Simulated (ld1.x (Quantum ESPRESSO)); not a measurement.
# LDA (PZ) TM dataset for S, scalar-relativistic all-electron reference.

S (Z = 16), norm-conserving Troullier–Martins (Kleinman–Bylander form), made with ld1.x (Quantum ESPRESSO) 7.5 (LDA (PZ), scalar-relativistic). Core [Ne], reference 3s1.75 3p4.25. Waves: 3p (bound): rc 1.50 bohr; 3s (bound): rc 1.50 bohr. Local part: the s channel. Core correction: Bessel-smoothed model core inside 0.80 bohr.

All-electron outer shells of the reference configuration (LDA (PZ), scalar-relativistic, ld1.x):

```csv
shell,level (eV),outermost node (bohr),outermost maximum (bohr)
2s,-211.15,0.13,0.39
2p,-156.87,–,0.33
3s,-17.46,0.60,1.40
3p,-7.25,0.58,1.59
```

Problem. Does the generator finish with these settings?

Solution. Yes, a potential is produced and its reference levels are reproduced.

Problem. Estimate the cutoffs (Ry, on a coarse ladder) from which the occupation-weighted sum of valence levels, in a spherical-Bessel basis at the reference potential, stays within 10 and 1 mRy of its value at 400 Ry.

Solution. 35 Ry and 60 Ry.

Problem. What does a ghost test show?

Solution. No extra level below or beside the all-electron valence levels (p, s, d, f tested).

Problem. Which valence shell sets the plane-wave cutoff?

Solution. 3s: its level needs 55 Ry to come within 1 mRy, against 25 Ry for 3p.

Problem. Tests: 3s2 3p4; 3s2 3p3; 3s2 3p2; 3s2 3p0; 3s2 3p1; 3s2 3p3.5; 3s1 3p4. Which has the largest error in its energy relative to the reference configuration, and how large is it?

Solution. 3s2 3p0, with +205 meV (all-electron minus pseudo) on +112.83 eV.
